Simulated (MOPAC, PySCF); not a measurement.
C5H4, SMILES `C#CC#CC`, neutral singlet in the gas phase. 

Cartesian coordinates (Å):
```xyz
9

C      2.9829    -0.7078    -0.9671
C      1.8487    -0.4387    -0.6590
C      0.5664    -0.1344    -0.3107
C     -0.5694     0.1351    -0.0023
C     -1.9287     0.4577     0.3669
H      3.9838    -0.9454    -1.2389
H     -2.5371    -0.4475     0.4399
H     -1.9589     0.9654     1.3344
H     -2.3877     1.1156    -0.3756
```
Charge 0, multiplicity 1.

All levels are single points at this geometry (PBE0-D3(BJ)/def2-TZVP); Pople sets use spherical d functions. Orbital energies aren't observables, and empty levels follow the basis.

B3LYP/3-21G in PySCF gives dipole (D) = 1.20.

Estimate the dipole (D) from each of these levels: PBE0-D3(BJ)/def2-TZVP in PySCF; B3LYP/6-311+G** in PySCF; BP86/6-31G* in PySCF; SVWN5/6-31G* in PySCF; HF/6-31G* in PySCF; AM1 in MOPAC; PM6 in MOPAC; PM7 in MOPAC.


```json
[
 {"level": "PBE0-D3(BJ)/def2-TZVP in PySCF", "dipole (D)": "1.35"},
 {"level": "B3LYP/6-311+G** in PySCF", "dipole (D)": "1.36"},
 {"level": "BP86/6-31G* in PySCF", "dipole (D)": "1.23"},
 {"level": "SVWN5/6-31G* in PySCF", "dipole (D)": "1.31"},
 {"level": "HF/6-31G* in PySCF", "dipole (D)": "1.02"},
 {"level": "AM1 in MOPAC", "dipole (D)": "0.60"},
 {"level": "PM6 in MOPAC", "dipole (D)": "1.57"},
 {"level": "PM7 in MOPAC", "dipole (D)": "1.35"}
]
```
